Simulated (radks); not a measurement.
Task: The nitrogen anion N2-, [He] 2s2 2p5, held by a Watson sphere: a shell of charge +2 at radius R that stands for the Madelung well of a crystal (potential energy -2/R inside, -2/r outside, in hartree with lengths in bohr). Method: non-relativistic Kohn-Sham, LB94 model potential, spin-polarised, spherical densities, point nucleus; open shells are filled with parallel spins first; computed with a radial shooting solver on a logarithmic mesh with Libxc functionals. Response by self-consistent Sternheimer equations with the Hartree and adiabatic LDA kernel. The sphere does not respond.

| R (bohr) | e(2s down) (eV) | e(2p up) (eV) | e(2p down) (eV) | <r> 2p (bohr) | sum of <r^2> (bohr^2) | X-ray form factor at sin(theta)/lambda = 0.1 1/angstrom | alpha (bohr^3) |
|---|---|---|---|---|---|---|---|
| 1.61 | -24.075 | -13.870 | -13.028 | 1.553 | 20.00 | 7.711 | 11.07 |
| 1.98 | -22.116 | -12.289 | -11.506 | 1.665 | 22.73 | 7.567 | 15.38 |
| 2.1 | -21.546 | -11.814 | -11.045 | 1.698 | 23.59 | 7.525 | 17.06 |
| 2.32 | -20.584 | -10.993 | -10.246 | 1.757 | 25.11 | 7.453 | 20.54 |
| 2.82 | -18.763 | -9.365 | -8.648 | 1.881 | 28.42 | 7.312 | 30.80 |
| 3.64 | -16.615 | -7.319 | -6.617 | 2.061 | 33.57 | 7.137 | 56.93 |
| 3.7 | -16.488 | -7.195 | -6.492 | 2.073 | 33.94 | 7.126 | 59.42 |

Estimate the row for R = 2.83 bohr.

Result: e(2s down) (eV) -18.731; e(2p up) (eV) -9.335; e(2p down) (eV) -8.619; <r> 2p (bohr) 1.883; sum of <r^2> (bohr^2) 28.49; X-ray form factor at sin(theta)/lambda = 0.1 1/angstrom 7.310; alpha (bohr^3) 31.04.
